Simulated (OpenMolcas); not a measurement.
**Mo2+: CASPT2 settings compared**

| Item | Value |
| --- | --- |
| Program | OpenMolcas 26.06 |
| Basis | ANO-RCC-VDZP [6s5p3d1f] |
| Scalar Hamiltonian | DKH3, point nucleus |
| Active space | 4 electrons in 5 orbitals (4d) |
| State averaging | 2S+1 = 5 even, 5 roots; 2S+1 = 3 even, 35 roots kept (CI in the orbitals of an earlier block); 2S+1 = 1 even, 28 roots kept (CI in the orbitals of an earlier block) |
| Spin-orbit coupling | RASSI with atomic mean-field integrals over the reference wave functions, term energies averaged over their components |

Methods on the same reference wave functions:
A. CASSCF
B. SS-CASPT2, IPEA 0.4 Eh, imaginary shift 0.3 Eh (closed shells correlated: 3d 4s 4p)
C. SS-CASPT2, IPEA 0.15 Eh, imaginary shift 0.05 Eh (closed shells correlated: 4s 4p)
D. SS-CASPT2, IPEA 0.5 Eh, imaginary shift 0.5 Eh (closed shells correlated: 4s 4p)

Energies in eV above 4d4 5D0, the measured ground level; measured values from Sugar and Musgrove, J. Phys. Chem. Ref. Data 17, 155 (1988).

| Level | A | B | C | D | Measured |
| --- | --- | --- | --- | --- | --- |
| 4d4 5D0 | 0.0000 | 0.0000 | 0.0000 | 0.0000 | 0.0000 |
| 4d4 5D1 | 0.0282 | 0.0296 | 0.0303 | 0.0294 | 0.0300 |
| 4d4 5D2 | 0.0799 | 0.0828 | 0.0841 | 0.0823 | 0.0829 |
| 4d4 5D3 | 0.1498 | 0.1531 | 0.1547 | 0.1525 | 0.1518 |
| 4d4 5D4 | 0.2342 | 0.2367 | 0.2379 | 0.2363 | 0.2321 |
| 4d4 3H4 | 1.9100 | 1.812 | 1.782 | 1.823 | 1.5721 |
| 4d4 3P0 | 1.9462 | 1.622 | 1.511 | 1.664 | 1.3823 |
| 4d4 3H5 | 1.9732 | 1.884 | 1.857 | 1.895 | 1.6460 |
| 4d4 3H6 | 2.0353 | 1.952 | 1.926 | 1.962 | 1.7124 |
| 4d4 3P1 | 2.1075 | 1.787 | 1.675 | 1.830 | 1.5511 |
| 4d4 3F3 | 2.2178 | 1.990 | 1.916 | 2.015 | 1.7294 |
| 4d4 3F2 | 2.2297 | 1.995 | 1.913 | 2.024 | 1.7269 |
| 4d4 3F4 | 2.2504 | 2.029 | 1.959 | 2.054 | 1.7725 |
| 4d4 3P2 | 2.3551 | 2.032 | 1.919 | 2.074 | 1.7801 |
| 4d4 3G3 | 2.4593 | 2.237 | 2.190 | 2.256 | 1.9678 |
| 4d4 3G4 | 2.5097 | 2.285 | 2.244 | 2.301 | 2.0188 |
| 4d4 3G5 | 2.5458 | 2.333 | 2.295 | 2.348 | 2.0723 |
| 4d4 1I6 | 2.9407 | 2.781 | 2.791 | 2.781 | 2.5157 |
| 4d4 3D3 | 3.1112 | 2.721 | 2.639 | 2.754 | 2.4162 |
| 4d4 3D2 | 3.1262 | 2.734 | 2.652 | 2.767 | 2.4272 |
| 4d4 1G4 | 3.1503 | 2.820 | 2.806 | 2.829 | 2.5555 |
| 4d4 3D1 | 3.1521 | 2.762 | 2.680 | 2.795 |  |

Deviations, from unrounded energies. A percentage is the sum of absolute deviations over the sum of measured energies, with the sign that they share, or ± where signs differ.

```csv
Against measurement,Levels,A,B,C,D
mean absolute deviation (cm-1),20,3200,1700,1300,1800
fine structure of the ground term (%),4,±1.8,±1.3,+2.1,±1.2
other terms of the ground configuration (%),16,+26.0,+13.5,+10.5,+14.7
```

C lies closest to measurement on these levels and A furthest from it. The largest miss of C in the table is 4d4 1I6, by +2200 cm-1. The ranking rests on the paired levels alone, and a cruder setting can come out closer through cancelling errors.

Among B to D the level of the table that moves most is 4d4 3P2, by 1200 cm-1 (lowest in C, highest in D). Moves below CASPT2's spread within the term are not significant.

From A to B the spin-free energies of the other terms of 4d4 shown, above 5D, scale by factors of 0.84 to 0.95, as is usual when dynamic correlation screens the repulsion within a d or f shell.

The lowest spin-free term lies below A's lowest term by 0.250 hartree in B, 0.240 hartree in C, 0.226 hartree in D.

CASPT2 does not keep the components of a term degenerate, so their means are used; among the terms shown or strongly mixed into the levels shown the widest spread is 320 cm-1 (4d4 1G, B). Levels of configurations with an s electron are missing; early in the row they begin among the upper levels of the d shell and mix with terms of their name. Terms from blocks run as CI alone lack orbitals of their own. The CASPT2 spread within a term exceeds the gap to the next term for 4d4 3D and 4d4 1G, 4d4 1G and 4d4 1I, so the order of their levels is uncertain (figures for B; the like holds for D). Without dynamic correlation excited terms often stand tens of per cent too high (terms of higher spin than the ground term too low), and those without a measured partner can miss by more than the paired ones (holds for A). Some levels mix across a computed gap that differs much from the measured one, so their mixing is not that of the real levels (holds for A; C). Some terms miss by over 15 % even with CASPT2, which points to a basis or an active space too small for the shells correlated (holds for B; D). Measured partners are found by configuration, term and J. A level has none where our copy of the source lacks it or the pairing is in doubt (some pairs that miss far off the trend of their configuration count as doubtful), and it then counts in no deviation. Levels of configurations outside the active space are missing. The table leaves out levels that lie high or whose names do not pair safely across all columns.
